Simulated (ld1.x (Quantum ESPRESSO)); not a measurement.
**What one change does to a pseudopotential (gold (Au), TM)**

gold, norm-conserving Troullier–Martins (Kleinman–Bylander form), made with ld1.x (Quantum ESPRESSO) 7.5 (PBE, scalar-relativistic). Core [Xe] 4f14, reference 5d10 6s1 6p0. Waves: 6p (bound, empty): rc 4.00 bohr; 5d (bound): rc 1.60 bohr; 6s (bound): rc 2.45 bohr. Local part: the s channel. Core correction: none.

Change: wave 6s (bound): rc 2.45 bohr becomes 6s (bound): rc 3.26 bohr.

Cutoffs: the cutoffs (Ry, on a coarse ladder) from which the occupation-weighted sum of valence levels, in a spherical-Bessel basis at the reference potential, stays within 10 and 1 mRy of its value at 400 Ry; they do not see the model core or the augmentation charge, which bear on the density cutoff. Errors are all-electron minus pseudo energies relative to the spin-unpolarised reference configuration.

Problem. What does the change do?

Solution. The potential gets neither clearly harder nor softer (45 Ry and 70 Ry → 45 Ry and 70 Ry); the d channel sets the loose cutoff, while the largest relative change is in s, which becomes softer; of the 7 tests that both files solve, the error grows in 4 and shrinks in 3 by more than 15 % and 0.3 meV (median size 40.2 → 18.8 meV); the range in which the d phases agree widens (upper end 0.5 → 2.4); neither file shows a bound ghost.

| quantity | base | changed |
| --- | --- | --- |
| cutoff, loose | 45 Ry | 45 Ry |
| cutoff, tight | 70 Ry | 70 Ry |
| loose cutoff by channel (10 mRy a level) | d 35 Ry, s 8 Ry | d 35 Ry, s 6 Ry |
| bound ghosts | none | none |
| error for 5d10 6s0 6p0, meV [ΔE 9.41 eV] | -1.1 | +1.9 |
| error for 5d9 6s0 6p0, meV [ΔE 30.62 eV] | -26 | -87 |
| error for 5d8 6s0 6p0, meV [ΔE 64.49 eV] | -224 | -399 |
| error for 5d7 6s0 6p0, meV [ΔE 112.21 eV] | -670 | -1021 |
| error for 5d10 6s0.5 6p0, meV [ΔE 3.77 eV] | -1.2 | +0.6 |
| error for 5d9 6s2 6p0, meV [ΔE 1.69 eV] | -54 | +19 |
| error for 5d9 6s1 6p1, meV [ΔE 7.50 eV] | -40 | -14 |
| s: phases at 4.37 bohr within 0.05 rad from the reference energy up to (Ry; the scan ends near 5) | 0.7 | 0.4 |
| p: phases at 4.37 bohr within 0.05 rad from the reference energy up to (Ry; the scan ends near 5) | 1.1 | 1.0 |
| d: phases at 4.37 bohr within 0.05 rad from the reference energy up to (Ry; the scan ends near 5) | 0.5 | 2.4 |
